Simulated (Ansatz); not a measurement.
Reaction (formal exchange of groups at the Si–C bond): `[F][AlH][CH](F)[SiH3]` + `N[SiH2][SeH]` → `N[SiH]([SiH3])[SeH]` + `F[CH2][AlH][F]`

Computed with Ansatz on PBE0-D4/def2-TZVP structures; ΔE is electronic, products minus reactants. CCSD(T)/CBS adds triple-zeta CCSD(T) − MP2 to the extrapolated MP2 energy (def2 sets, frozen cores). Functionals use def2-TZVPP. For Se outer-core shells are correlated without core-valence functions, which leaves a few kJ/mol of doubt a bond. Scalar relativity is left out up to krypton. Each species was taken in one conformer, which may not be the lowest.

`[F][AlH][CH](F)[SiH3]`:

Cartesian coordinates in Å:
```
F -0.012 2.631 -0.761
Al -0.729 1.198 -1.157
C 0.220 -0.432 -0.592
F -0.485 -1.545 -1.107
Si 0.430 -0.632 1.275
H -2.103 1.216 -1.923
H 1.226 -0.445 -1.035
H 1.295 0.484 1.742
H -0.893 -0.537 1.949
H 1.051 -1.939 1.610
```

`N[SiH2][SeH]`:

```xyz
8

N     1.285   -0.139   -0.414
Si   -0.419   -0.297   -0.403
Se   -1.630    1.243    0.788
H     1.713    0.713   -0.742
H     1.822   -0.544    0.336
H    -0.703   -1.653    0.123
H    -0.948   -0.100   -1.773
H    -1.120    0.776    2.085
```

`N[SiH]([SiH3])[SeH]`:

Z-matrix (Å, degrees):
```
Si
Si 1 2.339
Se 1 2.293 2 110.9
N 1 1.711 2 108.2 3 116.6
H 1 1.493 2 110.2 3 -115.2
H 2 1.491 1 111.7 3 -171.9
H 2 1.487 1 109.1 3 68.1
H 2 1.487 1 109.9 3 -51.5
H 3 1.468 1 92.7 2 -103.0
H 4 1.006 1 121.7 2 30.2
H 4 1.007 1 121.7 2 -174.3
```

`F[CH2][AlH][F]`:

Z-matrix (Å, degrees):
```
C
Al 1 1.974
F 1 1.392 2 112.9
H 1 1.099 2 111.0 3 121.4
H 1 1.099 2 111.1 3 -121.4
F 2 1.646 1 119.6 3 0.1
H 2 1.578 1 122.4 3 -180.0
```

```csv
level,ΔE (kJ/mol),difference from CCSD(T)/CBS
PBE-D4,-8.0,-8.6
r2SCAN-D4,-0.4,-1.0
PBE0-D4,-8.0,-8.6
HF/def2-TZVPP,4.4,3.8
SCS-MP2/def2-TZVPP,5.3,4.7
CCSD/def2-TZVPP,0.7,0.1
HF/def2-QZVPP,4.9,4.3
MP2/def2-QZVPP,3.9,3.3
SCS-MP2/def2-QZVPP,5.1,4.5
MP2/CBS(def2),3.7,3.1
CCSD(T)/CBS,0.6,0
```

Largest T1 diagnostic among the species: 0.013.

The D4 term adds −3.0 kJ/mol with B3LYP and −1.8 kJ/mol with PBE0; it sums over pairs of atoms, weighted by their polarisabilities, and B3LYP, whose exchange is more repulsive, gets the larger term.

B3LYP here is the variant with VWN-RPA as its local correlation; programs differ in this.
